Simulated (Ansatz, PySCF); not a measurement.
Gas-phase reaction in SMILES: C (CH4) → [CH3-] + H+
Structures are relaxed separately at B3LYP-D3(BJ)/def2-TZVP in Ansatz (a first-principles code).

Quantity: gas-phase deprotonation energy (0 K, with B3LYP-D3(BJ) harmonic zero-point energies from PySCF), in eV. Valence correlation only, unless marked. Spin-orbit coupling is left out. No relativistic terms. Anions need diffuse functions: def2-D sets add few; the other sets have none. Basis-set limits of correlation are two-point, X^-3; Hartree-Fock from the larger set.

```json
[
 {"level": "BLYP/def2-TZVPD", "program": "Ansatz", "gas-phase deprotonation energy (eV)": "[?]"},
 {"level": "r2SCANh-D4/def2-TZVPD", "program": "Ansatz + dftd4", "gas-phase deprotonation energy (eV)": "[?]"},
 {"level": "LC-wPBE/def2-TZVPD", "program": "Ansatz", "gas-phase deprotonation energy (eV)": "[?]"},
 {"level": "RPA@PBE/cc-pVTZ", "program": "Ansatz", "gas-phase deprotonation energy (eV)": "18.73"},
 {"level": "SCS-MP2/6-31G", "program": "Ansatz", "gas-phase deprotonation energy (eV)": "19.57"},
 {"level": "SCS-MP2/def2-QZVPP", "program": "Ansatz", "gas-phase deprotonation energy (eV)": "18.24"},
 {"level": "CCSD(T)/CBS(def2-TZVPPD,def2-QZVPPD)", "program": "Ansatz", "gas-phase deprotonation energy (eV)": "18.13"}
]
```

Task: Some entries are withheld; supply them.

Result: 
- BLYP/def2-TZVPD, gas-phase deprotonation energy (eV): 17.98
- r2SCANh-D4/def2-TZVPD, gas-phase deprotonation energy (eV): 18.19
- LC-wPBE/def2-TZVPD, gas-phase deprotonation energy (eV): 18.32
